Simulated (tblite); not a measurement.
Compound: C7H13N3.
Numbering: `[CH3:1][c:2]1[cH:3][n:4][n:5][n:6]1[C:7]([CH3:8])([CH3:9])[CH3:10]` (hydrogens: H11, H12, H13 on C1; H14 on C3; H15, H16, H17 on C8; H18, H19, H20 on C9; H21, H22, H23 on C10)

Computed geometry: GFN2-xTB, gas phase.

Some entries are withheld. Bonds in one row agree within 0.01 Å.

| coordinate | value |
| --- | --- |
| C1–C2 | ? |
| C2–C3 | 1.381 Å |
| C3–N4 | ? |
| N4–N5 | 1.276 Å |
| N5–N6 | ? |
| N6–C7 | ? |
| C7–C8, C7–C9, C7–C10 | 1.531 Å |
| C2–N6 | 1.360 Å |
| C1–H11, C1–H12, C1–H13 | 1.089 Å |
| C3–H14 | 1.070 Å |
| C8–H15 and 8 like bonds | 1.087 Å |
| C1–C2–C3 | 128.2° |
| C1–C2–N6 | 128.1° |
| C3–C2–N6 | 103.7° |
| C2–C3–N4 | 108.6° |
| C3–N4–N5 | ? |
| N4–N5–N6 | ? |
| N5–N6–C7 | ? |
| C2–N6–N5 | 109.3° |
| C2–N6–C7 | 131.3° |
| N6–C7–C8 | 107.6° |
| N6–C7–C9 | 110.8° |
| N6–C7–C10 | 108.7° |
| C8–C7–C9 | 109.1° |
| C9–C7–C10 | 111.0° |

Q: Fill in the missing values.

A: 
- C1–C2 = 1.484 Å, drawn single (benzylic-type carbon to substituted aromatic carbon); 0.01 Å below the sum of covalent radii, 1.49 Å.
- C3–N4 = 1.343 Å, aromatic (aromatic CH next to a ring nitrogen to pyridine-type nitrogen); 0.10 Å below the sum of covalent radii, 1.44 Å.
- N5–N6 = 1.333 Å, aromatic (pyridine-type nitrogen to pyrrole-type nitrogen); 0.09 Å below the sum of covalent radii, 1.42 Å.
- N6–C7 = 1.458 Å, drawn single (pyrrole-type nitrogen to sp3 carbon bound to nitrogen); 0.01 Å below the sum of covalent radii, 1.47 Å.
- C3–N4–N5 = 108.8°, at the pyridine-type nitrogen, inside a 5-membered ring; the outer atoms are 2.130 Å apart.
- N4–N5–N6 = 109.6°, at the pyridine-type nitrogen, inside a 5-membered ring; the outer atoms are 2.132 Å apart.
- N5–N6–C7 = 119.3°, at the pyrrole-type nitrogen; the outer atoms are 2.410 Å apart.

Radii are Cordero's, carbon taken as 0.76, 0.73 or 0.69 Å for four, three, and two or fewer neighbours.

Its GFN2-xTB frequencies are all real (lowest 50 cm⁻¹).

Shape of the structure used: `[CH3:1][c:2]1[cH:3][n:4][n:5][n:6]1[C:7]([CH3:8])([CH3:9])[CH3:10]`: N5–N6–C7–C8 -15°.
